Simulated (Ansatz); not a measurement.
Relaxation of CH₄AlNO (8 atoms, charge 0, multiplicity 1), to a largest force component of 0.015 eV/Å in at most 40 steps.

Theory: Ansatz, RKS PBE0/def2-SVP.

```xyz
8
Properties=species:S:1:pos:R:3:forces:R:3
N 0.305 1.235 -0.874 -1.18 1.69 -2.88
C 0.340 0.401 0.062 1.00 0.92 0.55
O 1.230 0.581 1.078 1.28 0.93 0.77
Al -0.739 -1.184 0.078 -0.35 -1.57 0.79
H -0.422 1.167 -1.689 1.60 -0.49 2.24
H 1.873 1.403 1.114 -2.27 -2.00 -1.06
H -0.539 -2.288 1.253 -0.11 0.28 -0.32
H -1.769 -1.501 -1.088 0.03 0.24 -0.08
```

Problem. Where does it end, and by what steps?

Solution. The forces met the threshold. After 6 steps the energy has fallen by 0.589 eV; H6 moved furthest, 0.26 Å.

```json
{"step": "0", "energy less start (eV)": "0.0000", "largest force component (eV/Å)": "2.882", "accepted": "yes"}
{"step": "1", "energy less start (eV)": "-0.4806", "largest force component (eV/Å)": "1.049", "accepted": "yes"}
{"step": "2", "energy less start (eV)": "-0.5599", "largest force component (eV/Å)": "0.443", "accepted": "yes"}
{"step": "3", "energy less start (eV)": "-0.5649", "largest force component (eV/Å)": "0.896", "accepted": "yes"}
{"step": "4", "energy less start (eV)": "-0.5883", "largest force component (eV/Å)": "0.121", "accepted": "yes"}
{"step": "5", "energy less start (eV)": "-0.5893", "largest force component (eV/Å)": "0.022", "accepted": "yes"}
{"step": "6", "energy less start (eV)": "-0.5894", "largest force component (eV/Å)": "0.009", "accepted": "yes"}
```

```xyz
8
Properties=species:S:1:pos:R:3
N 0.336 1.317 -0.840
C 0.383 0.412 0.057
O 1.247 0.568 1.080
Al -0.716 -1.252 0.113
H -0.352 1.094 -1.561
H 1.705 1.412 0.921
H -0.589 -2.336 1.261
H -1.734 -1.399 -1.098
```

Whether the end is a true minimum wasn't checked by a vibrational analysis.

Run time: 24 s on 1 CPU thread of a shared host.
